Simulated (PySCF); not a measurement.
SMILES Cl[SiH2][O][Ge]([Cl])([Cl])[Cl] at its PBE0/def2-SVP optimised geometry (Å):

```
9

Si    -0.7793    -2.2281    -2.9407
Cl    -0.2502    -0.5151    -3.9567
O     -1.2944    -1.8381    -1.4091
Ge    -0.7066    -0.9991     0.0000
Cl    -1.4242     0.9991     0.0000
Cl    -1.4326    -2.0295     1.7082
Cl     1.4242    -0.9991     0.0000
H      0.4129    -3.1100    -2.8762
H     -1.9282    -2.8606    -3.6289
```

Computed with PBE0/def2-TZVP (PySCF). Cells within 0.4 Å of a nucleus heavier than hydrogen are left out (blank, or x).

Map of the LUMO amplitude (bohr^(-3/2)) on the plane z = 0.0 Å; orbital energy -1.95 eV, overall sign arbitrary:

```
|55555555555555555555555555555|
|55555555555555555555555555555|
|55555555555555555555555555555|
|55555566665555555555555555555|
|55556666666555555555555555555|
|55566677776655555555555555555|
|55566778876655555555555555555|
|55566789986555555555555555555|
|55566789985444455555555555555|
|55556678xx3334445555555555555|
|5555555xxx1134445555555555555|
|55554422xx0134455545555555555|
|55544320000234555444455555555|
|55544322123456655444455555555|
|55554444445777765433455666555|
|55555555678899865322356666655|
|55555567888789874201367776655|
|5555566898xxx787410xx79877665|
|5555567898xxx686410xxx9987665|
|5555566788xxx786410xx79877665|
|55555667888789864211367776665|
|55555566778898764322456666655|
|55555555667787765433456666555|
|55555555566676655444455555555|
|55555555555666655544555555555|
|55555555555555555555555555555|
|55555555555555555555555555555|
|55555555555555555555555555555|
|55555555555555555555555555555|
```
Scale: ten equal steps from -0.131 (start of '0') to 0.126 (end of '9'), in the order '0123456789'; x runs from -3.50 to 3.50, y from -3.50 (bottom) to 3.50 (top).
